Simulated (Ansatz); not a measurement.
Relaxation of C2H8AlNSi (13 atoms, charge 0, multiplicity 1), to a largest force component of 0.02 eV/Å in at most 40 steps.

Level of theory: RKS LDA/STO-3G (Ansatz).

```xyz
13
Properties=species:S:1:pos:R:3:forces:R:3
C -1.122 1.822 1.521 -4.74 4.73 -2.06
N -0.249 1.178 2.075 4.94 -3.07 3.92
Si 0.207 -0.419 1.454 3.52 -0.35 -1.03
Al 1.184 -0.213 -0.722 -1.48 -0.78 -0.50
C 0.217 -1.176 -2.241 1.24 1.15 2.29
H -1.438 2.855 1.907 0.27 -0.90 -0.40
H -1.668 1.497 0.637 -0.95 -0.03 -1.05
H -0.890 -1.295 1.443 -1.18 -0.78 0.28
H 1.276 -0.969 2.391 -1.28 0.48 -0.69
H 2.398 0.684 -0.968 -0.27 -0.29 0.02
H 0.215 -2.261 -2.009 -0.03 0.41 -0.51
H -0.815 -0.810 -2.289 -0.15 -0.14 0.05
H 0.705 -0.928 -3.184 0.11 -0.42 -0.30
```

Task: Where does it end, and by what steps?

Result: The forces met the threshold. Limits of this set-up: minimal basis. After 21 steps the energy has fallen by 0.843 eV; H7 moved furthest, 1.17 Å.

```csv
step,energy less start (eV),largest force component (eV/Å),accepted
0,0.0000,4.941,yes
1,-0.6998,0.852,yes
2,-0.7265,0.513,yes
3,-0.7618,0.671,yes
4,-0.7778,0.429,yes
5,-0.7912,0.182,yes
6,-0.7963,0.120,yes
7,-0.8062,0.534,yes
8,-0.8078,1.188,yes
9,-0.8278,0.480,yes
10,-0.8039,0.402,no
11,-0.8357,0.081,yes
12,-0.8330,0.196,no
13,-0.8379,0.097,yes
14,-0.8396,0.063,yes
15,-0.8413,0.080,yes
16,-0.8416,0.126,yes
17,-0.8414,0.409,no
18,-0.8425,0.044,yes
19,-0.8385,0.170,no
20,-0.8427,0.040,yes
21,-0.8428,0.011,yes
```

```xyz
13
Properties=species:S:1:pos:R:3
C -1.241 1.870 1.862
N -0.006 1.470 1.744
Si 0.181 -0.255 1.175
Al 1.210 -0.285 -0.878
C 0.412 -1.264 -2.305
H -1.440 2.913 2.192
H -2.164 1.269 1.675
H -1.122 -0.910 1.241
H 0.996 -0.879 2.208
H 2.506 0.457 -1.089
H 0.255 -2.317 -2.032
H -0.580 -0.859 -2.554
H 1.014 -1.245 -3.223
```

Run time: 33 s on 1 thread of Intel(R) Xeon(R) 6975P-C (Granite Rapids) (shared host), peak memory 0.16 GiB.
